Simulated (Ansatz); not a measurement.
A nudged elastic band was laid between two geometries of C2H8Si + H2O (14 atoms, charge 0, multiplicity 1).

The calculation used RKS BLYP/def2-SVP (Ansatz).

| Item | Value |
| --- | --- |
| movable images | 9 |
| climbing image | yes |
| spring | 50.0 eV/Å² |
| optimiser | quadratic models (default) |
| start path | through a guess of the saddle point |
| force threshold | 0.03 eV/Å |
| iteration limit | 60 |
| end points | relaxed |

Image 0:

```xyz
14
Properties=species:S:1:pos:R:3
Si -0.053 0.278 -0.380
H 1.425 0.355 -0.668
C -0.421 -1.238 0.697
C -0.996 0.264 -2.032
H -0.413 1.534 0.371
H 2.379 0.619 1.622
O 1.848 0.625 2.443
H -1.498 -1.301 0.956
H 0.167 -1.146 1.631
H -0.135 -2.180 0.186
H -2.093 0.240 -1.866
H -0.763 1.167 -2.633
H -0.726 -0.626 -2.638
H 1.279 1.410 2.313
```

Image 10:

```xyz
14
Properties=species:S:1:pos:R:3
Si -0.648 0.396 0.262
H 4.064 0.421 0.043
C -0.885 -1.355 0.954
C -0.818 0.430 -1.617
H -1.677 1.303 0.893
H 3.306 0.542 0.085
O 0.911 0.990 0.588
H -1.905 -1.732 0.731
H -0.757 -1.380 2.057
H -0.153 -2.063 0.513
H -1.826 0.087 -1.929
H -0.667 1.455 -2.011
H -0.068 -0.233 -2.096
H 1.125 1.138 1.527
```

What changes between the two ends?

Bonds broken: Si1–H2, H6–O7. Bonds formed: Si1–O7, H2–H6. C2H8Si + H2O becomes C2H8OSi + H2.

What energy profile does the band end with?

The forces met the threshold. The highest image is number 4 of 0 to 10, 151.6 kJ/mol above the first end and 213.0 kJ/mol above the last; the last end lies 61.4 kJ/mol below the first. Neighbouring images differ by up to 1.4 eV, so the band resolves the path poorly. Another band between the same ends (9 images) ends at a top of the same energy, where a vibrational analysis finds 1 clearly imaginary mode. The orbitals stay closed-shell, which can raise the energy where a bond breaks towards radicals; this wasn't checked here.

```json
{"image": "0", "path coordinate (Å)": "0.00", "energy (kJ/mol)": "0.0", "Si1–H2 (Å)": "1.51", "H6–O7 (Å)": "0.98", "Si1–O7 (Å)": "3.42"}
{"image": "1", "path coordinate (Å)": "1.28", "energy (kJ/mol)": "5.7", "Si1–H2 (Å)": "1.51", "H6–O7 (Å)": "0.98", "Si1–O7 (Å)": "3.36"}
{"image": "2", "path coordinate (Å)": "2.56", "energy (kJ/mol)": "15.1", "Si1–H2 (Å)": "1.50", "H6–O7 (Å)": "0.98", "Si1–O7 (Å)": "3.49"}
{"image": "3", "path coordinate (Å)": "3.85", "energy (kJ/mol)": "37.8", "Si1–H2 (Å)": "1.52", "H6–O7 (Å)": "0.98", "Si1–O7 (Å)": "2.97"}
{"image": "4", "path coordinate (Å)": "5.13", "energy (kJ/mol)": "151.6", "Si1–H2 (Å)": "1.81", "H6–O7 (Å)": "1.14", "Si1–O7 (Å)": "1.98"}
{"image": "5", "path coordinate (Å)": "5.93", "energy (kJ/mol)": "21.0", "Si1–H2 (Å)": "2.38", "H6–O7 (Å)": "1.73", "Si1–O7 (Å)": "1.75"}
{"image": "6", "path coordinate (Å)": "6.72", "energy (kJ/mol)": "-40.8", "Si1–H2 (Å)": "3.10", "H6–O7 (Å)": "2.09", "Si1–O7 (Å)": "1.71"}
{"image": "7", "path coordinate (Å)": "7.52", "energy (kJ/mol)": "-55.9", "Si1–H2 (Å)": "3.72", "H6–O7 (Å)": "2.37", "Si1–O7 (Å)": "1.70"}
{"image": "8", "path coordinate (Å)": "8.32", "energy (kJ/mol)": "-59.9", "Si1–H2 (Å)": "4.16", "H6–O7 (Å)": "2.47", "Si1–O7 (Å)": "1.70"}
{"image": "9", "path coordinate (Å)": "9.11", "energy (kJ/mol)": "-61.1", "Si1–H2 (Å)": "4.49", "H6–O7 (Å)": "2.49", "Si1–O7 (Å)": "1.70"}
{"image": "10", "path coordinate (Å)": "9.91", "energy (kJ/mol)": "-61.4", "Si1–H2 (Å)": "4.72", "H6–O7 (Å)": "2.49", "Si1–O7 (Å)": "1.70"}
```

What is the geometry of the highest image?


```xyz
14
Properties=species:S:1:pos:R:3
Si -0.118 0.232 0.141
H 1.538 -0.370 -0.252
C -0.515 -1.475 0.894
C -0.550 0.537 -1.680
H -1.099 1.118 0.903
H 1.833 0.531 0.374
O 1.298 1.448 0.802
H -1.614 -1.588 1.015
H -0.065 -1.561 1.905
H -0.122 -2.310 0.281
H -1.652 0.583 -1.809
H -0.135 1.515 -2.002
H -0.136 -0.245 -2.347
H 1.336 1.583 1.775
```

The run took 7.5 min on 2 threads of AMD EPYC 9R14 (Zen 4), with other jobs on the host, peak memory 0.16 GiB.
